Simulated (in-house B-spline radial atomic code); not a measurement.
Values are calculated unless marked as measured or tabulated.
# Stopping and range of 120 keV Br in Ge

The pair potential comes from two frozen, spherical free-atom densities (PBE, B-spline radial code, scalar-relativistic past argon): electrostatics plus the change in Thomas-Fermi kinetic and Dirac exchange energy where they overlap, the recipe behind the universal ZBL potential, which averages such potentials (from solid-state densities) over many pairs. It is written V = (Z1 Z2 e²/r) φ(r/a), with e² = 14.3996 eV·Å and a = 0.46850 Å/(Z1^0.23 + Z2^0.23); ZBL's fit is φ = 0.18175 e^(−3.1998x) + 0.50986 e^(−0.94229x) + 0.28022 e^(−0.4029x) + 0.02817 e^(−0.20162x). Where φ falls below 4e-4 it is continued as an exponential.

The target is taken as amorphous, with density 5.3234 g/cm³ (NSM archive of the Ioffe Institute); channelling is ignored. Masses: Br 79.9, Ge 72.63 u. Nuclear stopping is S_n = 4π a Z1 Z2 e² M1/(M1 + M2) × s_n(ε), with s_n integrated over impact parameters for each pair. Electronic stopping is Lindhard and Scharff's S_e = Z1^(1/6) 8π e² a0 Z1 Z2/(Z1^(2/3) + Z2^(2/3))^(3/2) × v/v0, with a0 = 0.529177 Å and v = v0 at 24.801 keV/u; it misses the oscillations with Z1 seen in experiment, which reach tens of per cent. Compounds add by atom fraction.

| target atom | a (Å) | ε at this energy | s_n, this pair | s_n, ZBL potential |
| --- | --- | --- | --- | --- |
| Ge | 0.10447 | 0.3701 | 0.3614 | 0.3498 |

(1) What are the atom density and the stopping powers at entry?

Along the track:

| E (keV) | N S_n (eV/nm) | N S_e (eV/nm) |
| --- | --- | --- |
| 6 | 1010 | 99.5 |
| 18 | 1410 | 172 |
| 36 | 1620 | 244 |
| 60 | 1730 | 315 |
| 90 | 1770 | 385 |
| 120 | 1770 | 445 |

(2) Estimate the path length and the projected range.

Results:

(1) N = 5.3234 × 0.602214/72.63 = 0.04414 atoms/Å³. For Ge: S_n = 11090 × 0.3614 = 4008 eV·Å², S_e = 2.9094 × √120000 = 1008 eV·Å². Averaged over the target's atoms and times N × 10 Å/nm, the ion loses N S_n = 1770 eV/nm to recoils and N S_e = 445 eV/nm to electrons; the nuclear share is 80 %.

(2) With continuous slowing down the path is the integral of dE/(N (S_n + S_e)). Trapezoids over the table give 60.1 nm, and the stretch below the first row, with stopping taken as √E, adds 2E/(N S) = 11 nm: 70.9 nm in all, against 69.1 nm on a fine grid from 5 eV. Deflections shorten the depth: to first order in the energy passed on, N (S_n + S_e) dR_p/dE = 1 − N S_n (M2/M1) R_p/(2E), summed over the target's atoms, and integrating this on the fine grid gives R_p = 44.5 nm, 0.64 of the path. Lindhard's rule of thumb R/(1 + M2/3M1), with mean M2/M1 = 0.91, gives 53 nm. On the ZBL potential the same equation gives 45.6 nm, and the full integral equation, which keeps hard collisions, 48.6 nm.
